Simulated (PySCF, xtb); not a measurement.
Ge(Cl)3(OSiH3) (Cl3GeH3OSi), SMILES [Cl][Ge]([Cl])([O][SiH3])[Cl].

GFN2-xTB in xtb at its own geometry gives an orbital gap of 4.89 eV and a dipole moment of 1.43 D.

Geometry: PBE0-D3(BJ)/def2-SVP. Other conformers were not sampled.

**Question.** What does ωB97X/def2-TZVP (PySCF) give? (The exact figures need the calculation; the answer reports its results.)

**Answer.** gap 12.01 eV (levels -11.72 and 0.29 eV), dipole 1.12 D.
